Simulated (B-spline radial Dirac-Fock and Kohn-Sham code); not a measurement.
**Binding energies of Au¹⁰⁺ at several levels of theory**

System: gold as Au¹⁰⁺ in the configuration [Xe] 4f14 5d1.

The density-functional columns are spherical, spin-unpolarised Dirac-Kohn-Sham results without Breit or QED terms: −ε is minus the orbital energy of the initial state and ΔSCF the difference of two total energies. The reference in the last column comes from multi-electron Dirac-Fock with separately optimised hole states, Breit and Lamb-shift corrections added in first order. All numbers are from an atomic code on a B-spline grid, in eV; a selection of levels is shown. The Kohn-Sham columns are given as differences from the reference. For the 1s level of heavy atoms much of the gap between ΔSCF and the reference is the Breit and QED part, -435.3 eV here; for other levels the error of the functional can be larger.

| level | LDA −ε − DF | LDA ΔSCF − DF | Dirac-Fock |
| --- | --- | --- | --- |
| K (1s) | -190.2 | +424.0 | 80911.6 |
| L1 (2s) | -174.4 | -55.8 | 14553.7 |
| L2 (2p1/2) | -121.2 | +30.6 | 13926.5 |
| L3 (2p3/2) | -140.0 | -11.8 | 12111.7 |
| M1 (3s) | -97.6 | -59.0 | 3623.8 |
| M2 (3p1/2) | -78.5 | -37.2 | 3344.9 |
| M3 (3p3/2) | -78.0 | -40.5 | 2939.7 |
| M4 (3d3/2) | -55.3 | -11.1 | 2482.5 |
| M5 (3d5/2) | -56.9 | -14.1 | 2397.0 |
| N1 (4s) | -56.1 | -35.7 | 955.8 |
| N2 (4p1/2) | -47.6 | -27.3 | 836.3 |
| N3 (4p3/2) | -47.4 | -28.0 | 738.6 |
| N4 (4d3/2) | -34.0 | -14.9 | 542.7 |
| N5 (4d5/2) | -34.0 | -15.2 | 524.5 |
| N6 (4f5/2) | -16.3 | +2.0 | 271.9 |
| N7 (4f7/2) | -16.5 | +1.7 | 268.2 |
| O1 (5s) | -16.5 | -4.4 | 290.5 |
| O2 (5p1/2) | -9.9 | +1.7 | 245.6 |
| O3 (5p3/2) | -9.9 | +1.0 | 226.1 |
| O4,5 (5d) | -8.2 | +1.3 | 165.7 |

Values without a named source are computed, but for edge energies of neutral atoms, which are taken from tables.
